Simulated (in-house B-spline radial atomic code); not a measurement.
Atomic self-consistent-field run: In+ (with a hole in an inner shell). Method: Dirac-Hartree-Fock, average of the jj configuration, Fermi nucleus of rms radius 4.6156 fm. Calculated with a B-spline radial code for spherical atoms.

In the input, a minus or plus after the letter marks the j = l - 1/2 or j = l + 1/2 subshell.

Command:
```bash
python run_scf.py task.json out
```
Settings (nuclear radius in fm, mass in u):
```
Z                49
configuration    1s2 2s2 2p6 3s2 3p6 3d-4 3d+5 4s2 4p6 4d10 5s2 5p1
hamiltonian      dirac
method           hf
spin_polarised   False
nucleus          fermi
rms_radius       4.6156
atomic_mass      114.90388
speed_of_light   137.035999084
```

Output (hartree, bohr):
```
 radial grid: 81 intervals, B-splines of order 8, outer radius 60 bohr

 iter        energy (Eh)    residual
    1       -5858.069967    5.78e-01
    2       -5861.432855    3.27e-01
    3       -5863.728023    6.05e-02
    4       -5863.832500    1.52e-02
    5       -5863.837034    6.49e-03
    6       -5863.838426    8.86e-04
    7       -5863.838454    3.29e-04
    8       -5863.838457    4.03e-05
    9       -5863.838457    4.94e-06
   10       -5863.838457    5.27e-07
   11       -5863.838457    3.02e-08

 total energy                     -5863.83846
 kinetic                            6163.6344
 electron-nucleus                 -14186.8191
 electron-electron                  2159.3462

 first-order corrections (not in the total)
   Gaunt                             4.5877
   retardation                      -0.4670
   frequency dependence             -0.0386
   self-energy                       3.1108
   Uehling                          -0.3989
   Wichmann-Kroll                    0.0079
   recoil                            0.0192

 orbital      occ     eigenvalue          <r>       <r^2>       <1/r>     <1/r^3>       r_max    small
 1s1/2      2.000     -1034.6060    0.0297065  0.00119416     51.8576           -     0.01922  3.23e-02
 2s1/2      2.000      -159.7993     0.127868   0.0193401     12.0283           -      0.1086  6.85e-03
 2p1/2      2.000      -148.7372     0.108531   0.0144766     11.9681           -     0.08394  6.83e-03
 2p3/2      4.000      -140.8857     0.113703   0.0157593     11.1898     4011.56     0.08831  6.54e-03
 3s1/2      2.000       -32.7739     0.344291    0.135585     4.28153           -      0.3135  2.01e-03
 3p1/2      2.000       -28.3145      0.33549    0.130729     4.18348           -      0.3004  1.94e-03
 3p3/2      4.000       -26.7321     0.346204    0.139009     3.99075     756.223      0.3102  1.86e-03
 3d3/2      4.000       -19.0324     0.316924     0.11896      3.8318     118.282      0.2545  1.74e-03
 3d5/2      5.000       -18.7053     0.323769    0.124981     3.75844     109.483       0.258  1.70e-03
 4s1/2      2.000        -6.0422     0.834745    0.787162     1.65724           -      0.7592  5.20e-04
 4p1/2      2.000        -4.4615     0.883331     0.89019     1.54357           -      0.7865  4.64e-04
 4p3/2      4.000        -4.1825     0.910409    0.945732     1.48564      130.36      0.8094  4.42e-04
 4d3/2      4.000        -1.6443      1.08267     1.38151     1.22189     14.5073      0.8887  3.15e-04
 4d5/2      6.000        -1.5955      1.09733     1.42487     1.22274     14.5808      0.9037  3.24e-04
 5s1/2      2.000        -0.7554      2.40868     6.57427    0.529664           -        2.06  6.64e-05
 5p1/2      0.333        -0.5173      2.90956     9.63649    0.431993           -        2.45  4.41e-05
 5p3/2      0.667        -0.4991       2.9978     10.2188    0.417642     8.95015        2.53  4.15e-05
```

Time taken, with all properties: 2.1 s on 1 thread of Arm Neoverse N1, with other jobs on the host.

For the Dirac Hamiltonian the kinetic term is c α·p + (β - 1)c².
